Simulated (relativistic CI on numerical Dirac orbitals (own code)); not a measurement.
Calculated levels, Cd¹⁴⁺

Computed by Dirac-Coulomb-Breit CI, separate exchange-only KLI orbitals for each configuration, a model potential for QED, unscaled Slater integrals (own radial code, finite nucleus).

Configuration list (outside the closed core [Ar] 3d10): 4s2 4p4, 4s 4p5, 4p6, 4s2 4p3 4d, 4s 4p4 4d, 4s2 4p3 4f, 4s 4p4 4f, 4p5 4d, 4s 4p3 4d2, 4s2 4p3 5s, 4s2 4p2 4d 4f, 4s2 4p3 5p, 4p5 4f, 4p5 5s, 4s 4p4 5s, 4s2 4p3 5d, 4s 4p3 4d 5s, 4s 4p4 5p, 4s2 4p2 4f 5s, 4p4 4d 4f, 4s2 4p3 5f, 4s2 4p3 6s, 4s2 4p3 5g, 4s2 4p3 6p, 4s 4p4 5d, 4s 4p3 4f2, 4s2 4p3 6d, 4s2 4p2 4d2, 4s2 4p 4d3, 4s 4p2 4d3, 4s2 4p 4d2 4f, 4s 4p2 4d2 4f, 4s2 4p 4d2 5s, 4p4 4d2, 4p3 4d3, 4p3 4d2 4f, 4p3 4d2 5s, 4s2 4p2 4d 5s, 4s 4p2 4d2 5s, 4s2 4p 4d 4f 5s, 4s 4p2 4d 4f 5s, 4s2 4p 4d 5s2, 4s2 4p2 5s2, 4s 4p2 4d 5s2, 4s2 4p 4f 5s2, 4s 4p2 4f 5s2, 4p4 4d 5s, 4p3 4d 4f 5s, 4p3 4d 5s2. Double excitations out of closed p, d and f shells are left out; levels of such configurations are missing from the list, as are those of other unlisted configurations, and high levels can miss mixing partners. These lack a partner that the ground configuration has and come out too high: 4s2 4p3 5p, 4s2 4p3 5d, 4s 4p4 5p, 4s2 4p3 5f, 4s2 4p3 6s.

The lowest level is 4s2 4p4 3P_2, with 80 % of that term; Hund's rules for 4s2 4p4 give 3P with J = 2, in agreement.

```tsv
No.	Configuration	Term	J	E (eV)	%	Next component (%)	Lifetime (s)
1	4s2 4p4	3P	2	0.000	80	18 1D	
2	4s2 4p4	3P	0	3.718	61	37 1S	1.09e+00
3	4s2 4p4	3P	1	6.813	98	1 4s 4p4 4d 3P	3.11e-04
4	4s2 4p4	1D	2	9.321	79	18 3P	3.83e-04
5	4s2 4p4	1S	0	18.592	60	37 3P	5.67e-05
6	4s 4p5	3P°	2	44.782	85	13 4s2 4p3 4d 3P°	1.20e-10
7	4s 4p5	3P°	1	48.229	72	12 4s2 4p3 4d 3P°	8.20e-11
8	4s 4p5	3P°	0	52.066	83	14 4s2 4p3 4d 3P°	1.05e-10
9	4s 4p5	1P°	1	58.107	57	26 4s2 4p3 4d 1P°	4.36e-11
10	4s2 4p3 4d	5D°	2	61.398	48	21 3F°	8.53e-10
11	4s2 4p3 4d	5D°	3	61.607	59	18 3D°	1.33e-09
12	4s2 4p3 4d	5D°	0	61.618	74	18 3P°	6.65e-10
13	4s2 4p3 4d	5D°	1	62.068	82	10 3P°	2.04e-10
14	4s2 4p3 4d	5D°	4	62.637	72	20 3F°	4.07e-03
15	4s2 4p3 4d	5D°	2	64.091	35	29 3D°	2.22e-10
16	4s2 4p3 4d	3D°	3	67.039	32	29 5D°	4.65e-10
17	4s2 4p3 4d	3D°	1	67.464	87	8 3P°	5.53e-10
18	4s2 4p3 4d	3F°	2	67.723	50	41 3D°	5.88e-10
19	4s2 4p3 4d	1S°	0	67.878	73	13 5D°	3.58e-08
20	4s2 4p3 4d	3F°	3	68.649	65	25 3D°	5.96e-10
21	4s2 4p3 4d	3G°	3	69.379	44	28 3D°	2.24e-10
22	4s2 4p3 4d	3G°	4	69.882	51	26 3F°	5.14e-04
23	4s2 4p3 4d	3F°	4	70.954	81	10 1G°	9.76e-04
24	4s2 4p3 4d	3D°	1	71.928	85	5 3P°	5.38e-11
25	4s2 4p3 4d	1G°	4	72.207	65	24 3G°	1.41e-03
26	4s2 4p3 4d	3G°	5	72.541	97	1 4s 4p3 4d2 3G°	1.89e-03
27	4s2 4p3 4d	1D°	2	73.801	40	34 3F°	1.38e-10
28	4s2 4p3 4d	3P°	1	74.939	58	11 3D°	2.41e-11
29	4s2 4p3 4d	3P°	0	75.146	69	19 1S°	1.06e-10
30	4s2 4p3 4d	3D°	2	76.426	65	16 3P°	3.76e-10
31	4s2 4p3 4d	3F°	3	77.432	67	15 3D°	1.03e-10
32	4s2 4p3 4d	3F°	2	77.450	58	20 3P°	2.53e-11
33	4s2 4p3 4d	3D°	3	78.557	49	34 1F°	5.29e-11
34	4s2 4p3 4d	3P°	2	79.954	55	16 3D°	4.68e-12
35	4s2 4p3 4d	3P°	1	80.466	40	31 1P°	3.91e-12
36	4s2 4p3 4d	3F°	4	80.813	60	16 1G°	9.28e-05
37	4s2 4p3 4d	3S°	1	81.816	68	16 1P°	4.49e-12
38	4s2 4p3 4d	3P°	2	82.200	64	16 1D°	1.34e-11
39	4s2 4p3 4d	3D°	3	82.822	71	15 1F°	3.00e-12
40	4s2 4p3 4d	1F°	3	85.084	50	38 3D°	3.42e-11
41	4s2 4p3 4d	3P°	1	85.107	40	30 1P°	3.59e-12
42	4s2 4p3 4d	3D°	2	85.785	47	40 1D°	3.25e-12
43	4s2 4p3 4d	3P°	0	86.273	81	13 4s 4p5 3P°	3.13e-12
44	4s2 4p3 4d	3D°	1	87.692	60	13 1P°	2.89e-12
45	4s2 4p3 4d	1D°	2	90.153	49	43 3D°	3.31e-12
46	4s2 4p3 4d	1F°	3	91.939	78	15 3D°	2.50e-12
47	4s2 4p3 4d	1P°	1	96.761	64	25 3D°	3.19e-12
48	4p6	1S	0	97.488	63	31 4s 4p4 4d 1S	4.59e-11
49	4s 4p4 4d	5D	3	102.821	75	7 5F	2.70e-10
50	4s 4p4 4d	5D	2	103.044	72	9 5P	2.48e-10
51	4s 4p4 4d	5D	4	103.272	76	13 5F	2.96e-10
52	4s 4p4 4d	5D	1	103.771	70	10 5P	2.24e-10
53	4s 4p4 4d	5D	0	104.752	79	13 3P	2.19e-10
54	4s 4p4 4d	5F	5	106.538	85	9 3G	1.76e-10
55	4s 4p4 4d	5F	4	108.245	56	18 3F	1.59e-10
56	4s 4p4 4d	5P	1	108.913	69	12 5D	9.48e-11
57	4s 4p4 4d	5F	3	109.601	71	6 3F	1.18e-10
58	4s 4p4 4d	5F	2	110.113	61	20 5P	1.19e-10
59	4s 4p4 4d	5P	2	110.184	43	19 5F	1.19e-10
60	4s 4p4 4d	5F	1	110.262	78	12 3D	1.23e-10
61	4s 4p4 4d	3P	0	111.011	75	13 5D	1.40e-10
62	4s 4p4 4d	3P	1	111.653	71	9 4s2 4p2 4d2 3P	8.95e-11
63	4s 4p4 4d	3F	4	112.588	59	16 5F	2.25e-10
64	4s 4p4 4d	5P	3	112.594	74	10 3D	1.11e-10
65	4s 4p4 4d	3D	1	113.409	75	10 4s2 4p2 4d2 3D	7.11e-11
66	4s 4p4 4d	3F	3	113.710	42	20 3G	9.30e-11
67	4s 4p4 4d	3P	2	113.844	35	34 3D	8.21e-11
68	4s 4p4 4d	3D	2	115.691	38	26 3P	9.61e-11
69	4s 4p4 4d	3G	3	115.787	42	25 3D	5.86e-11
70	4s 4p4 4d	3G	4	117.003	71	7 5F	7.97e-11
```

Energies count from the lowest computed level; ° marks odd parity; lifetimes are radiative, by E1, M1, E2, M2, E3 decay to levels of this space only.

The mean weight of the leading LS term, summed over parents, in these 70 levels is 64 %, and that of the leading jj configuration (from the same eigenvectors) 58 %.

At this charge energies of transitions that change n are usually good to better than 1 %, and those within a shell (Δn = 0) to a few per cent.

LS names give the leading component of a level, which can be under half, so a name can repeat, a term be missing and a line seem to break the LS rules.
